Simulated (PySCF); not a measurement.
# Ge²⁺ (germanium, charge +2) across methods

[Ar] 3d10 4s2, closed-shell 1S. All numbers are calculated (PySCF 2.14, scalar relativity by spin-free X2C-1e, in x2c-QZVPPall (11s8p5d4f1g, 97 functions)). The B2PLYP total includes its PT2 part (frozen core); its orbital energies are those of the SCF part.

```
 method  E (hartree)  mean ε 3p (eV)  mean ε 3d (eV)  mean ε 4s (eV)  Σ⟨r²⟩ (bohr²)   ⟨S²⟩
  TPSSh    -2097.875         -138.98         -50.729         -29.596          19.61  0.000
  wB97X    -2097.990         -143.59         -55.221         -32.965          19.59  0.000
   PBE0    -2097.656         -142.34         -53.032         -30.272          19.62  0.000
 r2SCAN    -2097.887         -138.87         -49.989         -29.538          19.58  0.000
    UHF  -2096.28399         -161.68         -63.507         -32.451          19.83  0.000
r2SCAN0    -2097.853         -144.74         -53.636         -30.521          19.59  0.000
 B2PLYP    -2097.497         -149.50         -56.942         -31.235          19.71  0.000
    PBE    -2097.637         -135.48         -49.184         -29.242          19.63  0.000
    LDA    -2094.636         -135.37         -49.551         -29.628          19.57  0.000
```
